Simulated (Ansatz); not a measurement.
AsH$_{7}$SSi$_{2}$ (`[SiH3]S[AsH][SiH3]`), relaxed with RKS PBE-D4/def2-SVP in Ansatz from a rough embedded geometry. The force threshold is 0.03 eV/Å; the program also tests the step.

Total charge 0; spin multiplicity 1.

Start:

```xyz
11

Si   -0.428    1.407   -1.549
S    -1.307    1.059    0.338
As    0.707    0.583    1.226
Si    0.507   -1.615    0.925
H     0.225    0.161   -2.076
H    -1.530    1.763   -2.564
H     0.532    2.513   -1.527
H     0.146    0.548    2.687
H    -0.910   -2.058    1.365
H     0.599   -1.964   -0.511
H     1.460   -2.397    1.684
```

Question: How much energy does the relaxation release, and in how many steps? (Best estimate.)

Answer: The calculation gave: 37.43 kJ/mol, in 5 steps.

Question: Which bonds change most? (Estimate.)

Answer: Ansatz gave: As3–Si4 from 2.227 to 2.399 Å; Si4–H11 from 1.448 to 1.508 Å; S2–As3 from 2.252 to 2.309 Å; Si1–S2 from 2.111 to 2.162 Å.

Question: Give the relaxed structure. (Estimate.)

Answer: The calculation gave: 
```xyz
11

Si   -0.431    1.529   -1.702
S    -1.245    1.018    0.235
As    0.763    0.569    1.283
Si    0.442   -1.798    1.057
H     0.333    0.377   -2.299
H    -1.628    1.840   -2.556
H     0.480    2.725   -1.632
H     0.111    0.603    2.679
H    -0.903   -2.229    1.570
H     0.549   -2.084   -0.416
H     1.529   -2.549    1.782
```
